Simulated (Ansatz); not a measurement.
Compare A (`B/C=C(\Cl)C=C`) with its isomer B (`C=C=C(C)BCl`).

Computed with Ansatz on PBE0-D4/def2-TZVP structures; ΔE is electronic, products minus reactants. CBS: MP2 limit from def2 TZ/QZ plus the TZ coupled-cluster correction, frozen cores. Functionals use def2-TZVPP. B3LYP here is the variant with VWN-RPA as its local correlation; programs differ in this. Each species was taken in one conformer, which may not be the lowest.

A:

```xyz
12

B     2.3285   -0.4847    1.0016
C     0.9968    0.2087    0.7217
C     0.0199   -0.1917   -0.1230
Cl    0.1688   -1.6371   -1.0529
C    -1.2106    0.5580   -0.3056
C    -2.2184    0.2362   -1.1131
H     2.6248   -1.5043    0.4570
H     3.0895    0.0060    1.7838
H     0.7576    1.1381    1.2369
H    -1.2668    1.4603    0.2964
H    -2.1935   -0.6562   -1.7262
H    -3.0966    0.8667   -1.1766
```

B:

```xyz
12

C    -0.7445    1.6543   -1.4570
C    -0.3195    0.7409   -0.6408
C     0.1329   -0.1671    0.1958
C    -0.5053   -1.5249    0.3278
B     1.3511    0.2816    1.0108
Cl    2.0794   -0.8095    2.1755
H    -1.4916    2.3780   -1.1476
H    -0.3644    1.7200   -2.4712
H     0.2224   -2.3100    0.1092
H    -1.3546   -1.6365   -0.3461
H    -0.8466   -1.6868    1.3529
H     1.8406    1.3600    0.8907
```

(1) Which is lower in electronic energy at CCSD(T)/CBS, and by how much? (Best estimate.)

(2) Give E(B) − E(A) in kJ/mol with CCSD(T)/def2-TZVPP, LDA (SPW92), PBE-D4, PBE0-D4, B3LYP-D4, CCSD/def2-TZVPP, r2SCAN-D4. (Estimate.)

(3) Does the order hold for the free energy at 298.15 K (harmonic terms from PBE0-D4)? (Estimate.)

Largest T1 diagnostic: 0.012.

Answers

(1) The calculation gave: B, by 112.9 kJ/mol.

(2) Computed: CCSD(T)/def2-TZVPP -115.0, LDA (SPW92) -117.5, PBE-D4 -116.3, PBE0-D4 -118.9, B3LYP-D4 -114.4, CCSD/def2-TZVPP -118.0, r2SCAN-D4 -119.6. None reverses the order clearly.

(3) The calculation gave: Yes: G(B) − G(A) = -112.8 kJ/mol, for one conformer each.

At CCSD(T), def2-SVP lies −10.2 kJ/mol from the extrapolated value and def2-TZVPP −2.1 kJ/mol. Leaving LDA and LC-ωPBE aside and taking each functional with its dispersion term where it has one, the values, not all of them listed here, spread over 11.6 kJ/mol, from ωB97M-V to BLYP-D4.
